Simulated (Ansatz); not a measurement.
Program: Ansatz. Geometries: PBE0-D4/def2-TZVP. ΔE: electronic, gas phase. CCSD(T)/CBS adds triple-zeta CCSD(T) − MP2 to the extrapolated MP2 energy (def2 sets, frozen cores). DFT in def2-TZVPP. B3LYP here is the variant with VWN-RPA as its local correlation; programs differ in this. For Ge outer-core shells are correlated without core-valence functions, which leaves a few kJ/mol of doubt a bond. Scalar relativity is left out up to krypton. One conformer a species, not always the lowest.

`F[SiH](F)[O][GeH3]` + `O[SiH2]SS` → `S[S][GeH3]` + `O[SiH2]O[SiH](F)F`  (redistribution)

```json
{"level": "r2SCAN-D4", "ΔE (kJ/mol)": "-63.3", "difference from CCSD(T)/CBS": "1.5"}
{"level": "PBE0-D4", "ΔE (kJ/mol)": "-61.4", "difference from CCSD(T)/CBS": "3.4"}
{"level": "ωB97X-V", "ΔE (kJ/mol)": "-60.3", "difference from CCSD(T)/CBS": "4.5"}
{"level": "PBE", "ΔE (kJ/mol)": "-59.2", "difference from CCSD(T)/CBS": "5.6"}
{"level": "r2SCAN", "ΔE (kJ/mol)": "-63.5", "difference from CCSD(T)/CBS": "1.3"}
{"level": "B3LYP", "ΔE (kJ/mol)": "-67.7", "difference from CCSD(T)/CBS": "-2.9"}
{"level": "HF/def2-QZVPP", "ΔE (kJ/mol)": "-73.3", "difference from CCSD(T)/CBS": "-8.5"}
{"level": "MP2/def2-QZVPP", "ΔE (kJ/mol)": "-64.1", "difference from CCSD(T)/CBS": "0.7"}
{"level": "SCS-MP2/def2-QZVPP", "ΔE (kJ/mol)": "-63.9", "difference from CCSD(T)/CBS": "0.9"}
{"level": "CCSD/CBS(def2)", "ΔE (kJ/mol)": "-67.1", "difference from CCSD(T)/CBS": "-2.3"}
{"level": "CCSD(T)/CBS", "ΔE (kJ/mol)": "-64.8", "difference from CCSD(T)/CBS": "0"}
```

Largest T1 diagnostic among the species: 0.012.

In def2-TZVPP, CCSD(T) changes the Hartree–Fock value by +9.6 kJ/mol (the triples alone add +2.3 kJ/mol) and MP2 by +9.8 kJ/mol. From PBE to PBE0 (25 % exact exchange), in def2-TZVPP and without D4, ΔE moves by −3.5 kJ/mol.
